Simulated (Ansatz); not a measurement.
A run for Ansatz (a first-principles code): R-CCSD(T)/cc-pVTZ on CH5GeNO (SMILES C[O][Ge][NH2]), a point of a torsion scan. The run froze 17 orbitals, filled d shells among them.

Ansatz 0.2 input:
```yaml
crystal:
  periodic: [false, false, false]
  atoms:
    - {symbol: C, position_ang: [-1.89539217, -0.23322367, 0.16611589]}
    - {symbol: O, position_ang: [-0.60020676, 0.23894057, -0.08014315]}
    - {symbol: Ge, position_ang: [0.93241979, 0.49959972, 0.78046454]}
    - {symbol: N, position_ang: [0.32506531, 0.83223983, 2.47557948]}
    - {symbol: H, position_ang: [-2.62210508, 0.54713328, -0.07735492]}
    - {symbol: H, position_ang: [-2.03337028, -0.52289619, 1.21200945]}
    - {symbol: H, position_ang: [-2.08811126, -1.10258916, -0.46838297]}
    - {symbol: H, position_ang: [0.92026302, 1.01075293, 3.26896829]}
    - {symbol: H, position_ang: [-0.63969517, 0.83250048, 2.77392971]}
basis:
  gaussian:
    orbitals: cc-pVTZ
magnetization: {spin_polarized: false}
correlation: {method: ccsd_t, electrons: outside_noble_gas}
scf: {lower_state_search: off}
```

Output:

```
WARN ansatz: RAYON_NUM_THREADS=1 ignored (pool sized by the plan → 1); use --threads N
Functional definition: HF
these checks for a lower state are left out or cut short: stability, starts, cluster_reference, orbital_swaps, neighbouring_geometries, increment
integrals: 0.85 GiB planned
1202 factors; integrals over basis functions are off by at most 9.6e-4 eV
mean field: 0.66 GiB planned
mean field evaluation 1: about -61100.8885 eV, gradient 4.7e1 eV
mean field evaluation 2: about -61101.0001 eV, gradient 4.7e1 eV
mean field evaluation 4: about -61105.4717 eV, gradient 3.8e0 eV
mean field evaluation 8: about -61105.5337 eV, gradient 4.0e-1 eV
mean field -61105.53442903 eV, -2245.5869714478 hartree, gradient 3.4e-6 eV, S^2 0.000000; 0 other end points of the search recorded, 0 dependent functions left out
17 core orbitals not correlated
reference -61105.53442903 eV, -2245.5869714478 hartree; 12, 12 occupied and 174, 174 virtual orbitals, 1202 factors
second order -19.82164164 eV of doubles, -0.00000000 eV of singles
coupled cluster: 1.11 GiB planned
cycle   1  -19.93575779 eV  change   -1.1e-1 eV  update   1.1e-1
cycle   2  -20.43718961 eV  change   -5.0e-1 eV  update   3.5e-2
cycle   3  -20.57469318 eV  change   -1.4e-1 eV  update   2.0e-2
cycle   4  -20.56039980 eV  change    1.4e-2 eV  update   5.6e-3
cycle   5  -20.55662584 eV  change    3.8e-3 eV  update   2.9e-3
cycle   6  -20.55791823 eV  change   -1.3e-3 eV  update   1.1e-3
cycle   7  -20.55737665 eV  change    5.4e-4 eV  update   3.7e-4
cycle   8  -20.55727196 eV  change    1.0e-4 eV  update   1.1e-4
cycle   9  -20.55732938 eV  change   -5.7e-5 eV  update   3.9e-5
cycle  10  -20.55733057 eV  change   -1.2e-6 eV  update   1.6e-5
perturbative correction -0.82151881 eV, -0.0301902596 hartree
Total energy: -61126.91327841 eV, -2246.3726296717 hartree
Checks for a lower state left out: stability, starts, cluster_reference, orbital_swaps, neighbouring_geometries, increment
```

The calculation finished and met its thresholds.

Cost: around 4 core-minutes (rough).
